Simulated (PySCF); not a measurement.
# Dipole response of Ru⁺ (ruthenium, charge +1)

[Kr] 4d7, high-spin 4F determinant. Calculation: PySCF 2.14, in aug-cc-pwCVTZ-PP with ECP28MDF; a scalar-relativistic core potential. Coupled (time-dependent) response in atomic units; α is the mean over directions.

```
method  mean α (bohr³)         α xx, yy, zz  C₆ (like pair)  S(−4)
 M06-L           16.53  16.56, 16.56, 16.48           106.8  133.2
```

S(−4) is the Cauchy moment in α(ω) = α(0) + S(−4) ω² + …

Spin-orbit coupling is absent.

α(iu) at M06-L:

```json
{"u (hartree)": "0", "α(iu) (bohr³)": "16.53"}
{"u (hartree)": "0.0500", "α(iu) (bohr³)": "16.21"}
{"u (hartree)": "0.100", "α(iu) (bohr³)": "15.38"}
{"u (hartree)": "0.200", "α(iu) (bohr³)": "13.13"}
{"u (hartree)": "0.300", "α(iu) (bohr³)": "11.07"}
{"u (hartree)": "0.500", "α(iu) (bohr³)": "8.160"}
{"u (hartree)": "0.750", "α(iu) (bohr³)": "5.939"}
{"u (hartree)": "1.00", "α(iu) (bohr³)": "4.537"}
{"u (hartree)": "1.50", "α(iu) (bohr³)": "2.912"}
{"u (hartree)": "2.00", "α(iu) (bohr³)": "2.026"}
{"u (hartree)": "3.00", "α(iu) (bohr³)": "1.129"}
{"u (hartree)": "5.00", "α(iu) (bohr³)": "0.4841"}
```

A single London oscillator, α(iu) = α/(1 + u²/ω²), gives C₆ = (3/4) ω α². Matching the computed C₆ needs ω = 4 × 106.8 / (3 × 16.53²) = 0.521 hartree.

For an ion, C₆ is the dispersion term alone; charge-induced terms of lower order in 1/R come first.

The components differ because the open shell of this determinant is not spherical; for a pure term their mean is the scalar polarisability.

Energies and moments cover only the electrons outside the core potential.
